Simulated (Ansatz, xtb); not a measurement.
Gas-phase reaction R1 + 2 R2 + 2 R3 → 4 P1 + P2, each structure at its B3LYP-D3(BJ)/def2-TZVP stationary point, reached from a drawn start (curvature not checked).
P1: H2 (SMILES [H][H]), charge 0, multiplicity 1.
R1, H2O (SMILES O) (charge 0, multiplicity 1):
```xyz
3

O      0.00000     0.00000     0.38961
H      0.00000     0.76499    -0.19486
H      0.00000    -0.76499    -0.19486
```
R2: HF (SMILES F), charge 0, multiplicity 1.
R3: SiH4 (SMILES [SiH4]), charge 0, multiplicity 1.
P2, F2H4OSi2 (SMILES F[SiH](F)O[SiH3]) (charge 0, multiplicity 1):
```xyz
9

Si     1.5578    -0.1688    -0.0108
O     -0.0155    -0.3257    -0.2693
Si    -1.5978     0.0870    -0.0579
F      2.0437     1.2713    -0.4708
F      1.8684    -0.2772     1.5431
H      2.3154    -1.1880    -0.7284
H     -2.3774    -0.5616    -1.1309
H     -2.0525    -0.3930     1.2638
H     -1.7420     1.5560    -0.1388
```

P less R. No zero-point or thermal terms. One arrangement of each flexible species, with no search for the lowest.

Cores are frozen in the correlated methods.

Programs: Ansatz (Gaussian basis) for Hartree–Fock, density functionals and correlated methods; xtb for the GFN methods. No computed number here is a measurement.

Problem. One of these levels gives -339.3 kJ/mol for the reaction energy. Which?
(A) CCSD/cc-pV(D+d)Z
(B) GFN2-xTB
(C) SCS-MP2/cc-pV(D+d)Z

Solution. A, CCSD/cc-pV(D+d)Z. The others give -422.6 (GFN2-xTB), -371.2 (SCS-MP2/cc-pV(D+d)Z)

Ansatz is a quantum-chemistry and plane-wave program.
